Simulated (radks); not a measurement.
Results of a calculation; reference values are marked as such.
Neutral technetium inside a hard spherical wall (all orbitals vanish at R), configuration held at [Kr] 4d5 5s2 and not refilled when levels cross. Code: a radial shooting solver on a logarithmic mesh with Libxc functionals. Model: scalar-relativistic Kohn-Sham, r2SCAN, spin-polarised, spherical densities, finite nucleus; open shells are filled with parallel spins first (spin-orbit coupling, left out, can overturn this in heavy ions); meta-GGA in the generalised Kohn-Sham scheme; Fermi nuclear charge, rms radius 4.4112 fm. Eigenvalues in eV for spin up, with the zero of energy where the potential of the charges vanishes at infinity; a dash marks a level that is unbound or too diffuse for the functional's potential to be trusted. A positive occupied level is held by the wall or, in an anion where self-interaction has pushed it up, behind a barrier. The pressure on the wall is -dE/dV.

R (bohr)	E (hartree)	kinetic (hartree)	e(4s)	e(4p)	e(4d)	e(5s)	e(5p, empty)	e(6s, empty)	pressure (GPa)
free	-4286.32772	4426.041	-76.898	-48.302	-8.413	-5.804	-1.402	-	0
20	-4286.32772	4426.041	-76.898	-48.302	-8.413	-5.804	-1.402	-	< 0.0001
12	-4286.32766	4426.042	-76.890	-48.294	-8.406	-5.797	-1.381	1.232	0.00127
10	-4286.32708	4426.048	-76.845	-48.249	-8.362	-5.761	-1.300	2.311	0.0168
8	-4286.32190	4426.086	-76.605	-48.009	-8.134	-5.558	-0.915	5.041	0.232
5	-4286.16241	4426.857	-73.823	-45.273	-5.613	-2.475	3.976	24.878	18.3
3.5	-4285.18247	4430.677	-66.201	-37.977	1.651	10.582	21.425	76.775	313
3	-4283.87979	4435.462	-59.955	-31.960	8.403	25.182	39.364	122.28	1020
